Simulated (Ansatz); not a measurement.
`NB(F)Cl` + `[MgH][Br]` → `NBCl` + `[F][Mg][Br]`  (redistribution)

Calculated with Ansatz (gas phase, PBE0-D4/def2-TZVP geometries, no zero-point term in ΔE). CCSD(T)/CBS is the MP2 limit (def2-TZVPP, def2-QZVPP) plus CCSD(T) − MP2 in def2-TZVPP, frozen cores. Functionals use def2-TZVPP. For Br, Mg outer-core shells are correlated without core-valence functions, which leaves a few kJ/mol of doubt a bond. Scalar relativity is left out up to krypton. One conformer a species, not always the lowest.

```csv
level,ΔE (kcal/mol)
PBE0-D4,-9.4
CAM-B3LYP-D4,-9.8
ωB97X-V,-10.1
BLYP,-12.0
PBE0,-9.6
CCSD(T)/def2-SVP,-10.2
MP2/CBS(def2),-15.0
CCSD/CBS(def2),-12.6
```

Q: What does CCSD(T)/CBS give? (Best estimate.)

A: The calculation gave: -12.7 kcal/mol. The listed levels differ from it by 3.3, 2.9, 2.6, 0.7, 3.1, 2.5, -2.3, 0.1 kcal/mol.

Q: What do rigid-rotor, harmonic-oscillator terms from PBE0-D4/def2-TZVP frequencies (298.15 K, 1 bar) make of the CCSD(T)/CBS value? (Estimate.)

A: Ansatz gave: ΔZPE = +1.8 kcal/mol, ΔH = -10.8 kcal/mol, ΔS = 5 J/(mol·K), ΔG = -11.2 kcal/mol.

Largest T1 diagnostic among the species: 0.011.

At CCSD(T), def2-SVP lies +2.5 kcal/mol from the extrapolated value and def2-TZVPP +2.7 kcal/mol. Leaving LDA and LC-ωPBE aside and taking each functional with its dispersion term where it has one, the values, not all of them listed here, spread over 7.4 kcal/mol, from B2PLYP to B97M-V. LDA lies +4.2 kcal/mol from PBE without D4. In def2-TZVPP, CCSD(T) changes the Hartree–Fock value by −2.4 kcal/mol (the triples alone add −0.1 kcal/mol) and MP2 by −4.7 kcal/mol.
